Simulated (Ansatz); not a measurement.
Total energies of `[CH3][Al]1[BH][O]1`.

```xyz
8

C     1.404    0.564    0.542
Al   -0.317    0.295   -0.321
B    -2.023   -0.564   -0.898
O    -1.219   -1.266   -0.104
H     1.840    1.541    0.330
H     1.292    0.463    1.626
H     2.106   -0.208    0.212
H    -3.084   -0.825   -1.386
```

Total charge 0; spin multiplicity 1. The geometry is a stationary point of PBE0-D4/def2-TZVP. Basis def2-TZVPP, Ansatz 0.2.0.

RPA on PBE orbitals: Hartree–Fock energy of these orbitals -381.70345 Eh, correlation -0.96812 Eh (frozen core).

| functional | energy without D4 (Eh) | D4 term (kJ/mol) |
| --- | --- | --- |
| BLYP | -383.06971 | -25.5 |
| HSE06 (plane-wave form) | -382.81081 | -9.1 |

(1) Give the same for LDA (SPW92), PBE, revPBE, r2SCAN, B97M-V, PBE0, B3LYP, r2SCANh, r2SCAN0, BHLYP, CAM-B3LYP, LC-ωPBE, ωB97X-V, ωB97M-V, B2PLYP, PBE-QIDH. (Estimate.)

B3LYP takes the VWN-RPA correlation (the form of Gaussian; ORCA's B3LYP/G). HSE06 is the plane-wave form, built on full-range PBE exchange. The double hybrids freeze the cores in their second-order part.

Results:

(1) Ansatz gave: 
```csv
functional,energy without D4 (Eh),D4 term (kJ/mol)
LDA (SPW92),-380.85336,–
PBE,-382.79332,-11.6
revPBE,-383.01252,-34.7
r2SCAN,-383.00170,-2.8
B97M-V,-383.03882,–
PBE0,-382.82441,-9.8
B3LYP,-383.13940,-18.8
r2SCANh,-382.99176,-3.0
r2SCAN0,-382.97774,-3.3
BHLYP,-383.03191,-15.1
CAM-B3LYP,-383.04632,-10.0
LC-ωPBE,-382.92390,–
ωB97X-V,-383.02056,–
ωB97M-V,-383.03415,–
B2PLYP,-382.87983,–
PBE-QIDH,-382.71284,–
```

LC-ωPBE has ω = 0.4 bohr⁻¹.
